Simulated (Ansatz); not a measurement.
C₂H₅S (SMILES [CH2]SC), doublet, geometry from GFN2-xTB; SVWN5/3-21G run with Ansatz (a program for electronic structure).

Here is a job for Ansatz.
Ansatz 0.2 input:
```yaml
crystal:
  periodic: [false, false, false]
  atoms:
    - {symbol: C, position_ang: [0.00596101, 1.31810472, -0.60732876]}
    - {symbol: S, position_ang: [-0.17114785, 0.11511586, 0.58372680]}
    - {symbol: C, position_ang: [0.22202030, -1.37363243, -0.38519703]}
    - {symbol: H, position_ang: [0.71061926, 1.15790413, -1.39965789]}
    - {symbol: H, position_ang: [-0.22649668, 2.31627681, -0.29702164]}
    - {symbol: H, position_ang: [0.13226791, -2.22530445, 0.28055238]}
    - {symbol: H, position_ang: [-0.48349098, -1.45937936, -1.20603518]}
    - {symbol: H, position_ang: [1.23757816, -1.29818465, -0.76231178]}
basis:
  gaussian:
    orbitals: 3-21G.json
    symmetry_tolerance_ang: 0.01
hamiltonian:
  xc: {name: SVWN5}
magnetization: {spin_polarized: true, initial_magnetization: 1}
```
The basis file holds 3-21G in the JSON format of the Basis Set Exchange.

**Question.** Write the output that Ansatz gives for this input, abridged.

**Answer.** 
```
Functional definition: SVWN5
494 factors; integrals over basis functions are off by at most 1.1e-3 eV
mean field evaluation 1: about -12857.9425 eV, gradient 4.0e1 eV
mean field evaluation 2: about -12846.8907 eV, gradient 5.6e1 eV
mean field evaluation 4: about -12865.4360 eV, gradient 5.0e0 eV
mean field evaluation 8: about -12865.5327 eV, gradient 4.0e-2 eV
mean field -12865.53274498 eV, -472.7996078066 hartree, gradient 4.7e-5 eV, S^2 0.751542; 0 other end points of the search recorded, 0 dependent functions left out
reference -12865.53276722 eV, -472.7996086240 hartree; 17, 16 occupied and 24, 25 virtual orbitals, 494 factors
Total energy: -12865.53276722 eV, -472.7996086240 hartree
```
